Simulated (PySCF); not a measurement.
# Bond curve of LiBr⁺

Set-up: Li jorge-DZP-DKH, Br jorge-DZP-DKH; spin-free X2C with a Gaussian nucleus (PySCF 2.14). Energies in eV from Li⁺ + Br in their ground configurations at the same level. State: ²Π (doublet), unpaired electrons π ↑.

```
R (Å)   B2PLYP      UHF
2.308  -0.4547  -0.2738
2.416  -0.5638  -0.3975
2.523  -0.6203  -0.4667
2.603  -0.6379  -0.4930
2.684  -0.6403  -0.5035
2.764  -0.6314  -0.5024
2.872  -0.6076  -0.4883
3.006  -0.5659  -0.4583
3.167  -0.5079  -0.4134
3.382  -0.4291  -0.3506
```

**Question.** Put a parabola through the three lowest points of the B2PLYP curve and estimate Re, k and ωe (reduced mass 6.443 u; 1 eV/Å² = 0.16022 mdyn/Å; ωe = 1302.8·√(k/μ) cm⁻¹).

**Answer.** Through R = 2.603, 2.684, 2.764 Å the second-order coefficient is 0.875 eV/Å², so Re ≈ 2.660 Å, k ≈ 0.280 mdyn/Å and ωe ≈ 272 cm⁻¹. A polynomial fit of higher order to the unrounded B2PLYP energies gives Re = 2.658 Å, k = 0.305 mdyn/Å, ωe = 284 cm⁻¹; anharmonicity and rounding make the difference.

The higher-order fit for each curve: B2PLYP: Re = 2.658 Å, ωe = 284 cm⁻¹, De = 0.64 eV; UHF: Re = 2.714 Å, ωe = 258 cm⁻¹, De = 0.50 eV.

Correlated steps freeze 9 core orbitals. Spin–orbit coupling is left out. For an ion De counts to the pair picked by the measured ionisation energies or electron affinities, which need not be the lowest pair at this level. B2PLYP dipoles, levels and charges come from its SCF part alone. The state is the lowest determinant that a PBE0 search found; another state may lie lower at other levels.
